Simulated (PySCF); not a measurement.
Gd²⁺ (gadolinium, charge +2) across methods

[Xe] 4f7 5d1, high-spin 9D determinant. All numbers are calculated (PySCF 2.14, scalar relativity by spin-free X2C-1e, in cc-pVDZ-X2C (8s7p5d3f1g, 84 functions)).

| method | E (hartree) | mean ε 5p β (eV) | mean ε 4f α (eV) | mean ε 5d α (eV) | Σ⟨r²⟩ (bohr²) | ⟨S²⟩ |
| --- | --- | --- | --- | --- | --- | --- |
| r2SCAN | -11270.15 | -39.616 | -24.568 | -16.230 | 42.14 | 20.006 |
| PBE | -11269.83 | -39.142 | -24.200 | -15.949 | 42.43 | 20.003 |
| PBE0 | -11269.79 | -40.920 | -27.413 | -17.109 | 42.21 | 20.004 |
| LDA | -11261.69 | -39.417 | -24.434 | -15.933 | 42.37 | 20.003 |

Estimate the same row for UHF.

E (hartree) = -11266.14523; mean ε 5p β (eV) = -44.860; mean ε 4f α (eV) = -36.336; mean ε 5d α (eV) = -19.950; Σ⟨r²⟩ (bohr²) = 42.14; ⟨S²⟩ = 20.006.

Spin-orbit coupling, absent here, splits the open shell strongly.
